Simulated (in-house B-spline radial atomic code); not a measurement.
Orbital energies and mean radii along the 23-electron series, configuration 1s2 2s2 2p6 3s2 3p6 3d3/2(4) 3d5/2(1). The effective charge is n√(-2ε), a non-relativistic measure. Computed with an all-electron radial atomic-structure program (B-spline basis): Dirac-Hartree-Fock, jj configuration that fills j = l - 1/2 first, finite nuclei.

```
  ion   Z  energy of 2p3/2 (Eh)  mean radius of 2p3/2 (bohr)  energy of 3p1/2 (Eh)  mean radius of 3p1/2 (bohr)  energy of 3p3/2 (Eh)  mean radius of 3p3/2 (bohr)  effective charge of 2p3/2
Lu48+  71               -446.28                     0.074442               -178.81                      0.19181               -167.94                      0.20412                     59.752
Hf49+  72                     ?                            ?                     ?                            ?                     ?                            ?                          ?
Ta50+  73               -476.98                     0.072156               -193.08                      0.18462               -180.72                      0.19723                     61.773
 W51+  74               -492.73                     0.071061               -200.45                      0.18119                -187.3                      0.19395                     62.784
Re52+  75                     ?                            ?                     ?                            ?                     ?                            ?                          ?
Os53+  76               -525.02                     0.068962                -215.7                       0.1746               -200.81                      0.18768                     64.809
Ir54+  77               -541.56                     0.067955               -223.58                      0.17144               -207.75                      0.18468                     65.822
```

(1) Fill in the row of Hf49+.

(2) Fill in the row of Re52+.

(3) How does the screening of 2p3/2 change?

Results:

(1) energy of 2p3/2 (Eh): -461.5; mean radius of 2p3/2 (bohr): 0.073282; energy of 3p1/2 (Eh): -185.86; mean radius of 3p1/2 (bohr): 0.18816; energy of 3p3/2 (Eh): -174.27; mean radius of 3p3/2 (bohr): 0.20062; effective charge of 2p3/2: 60.762.

(2) energy of 2p3/2 (Eh): -508.74; mean radius of 2p3/2 (bohr): 0.069997; energy of 3p1/2 (Eh): -207.99; mean radius of 3p1/2 (bohr): 0.17785; energy of 3p3/2 (Eh): -193.99; mean radius of 3p3/2 (bohr): 0.19077; effective charge of 2p3/2: 63.796.

(3) Z less the effective charge goes from 11.25 at Z = 71 to 11.18 at Z = 77.
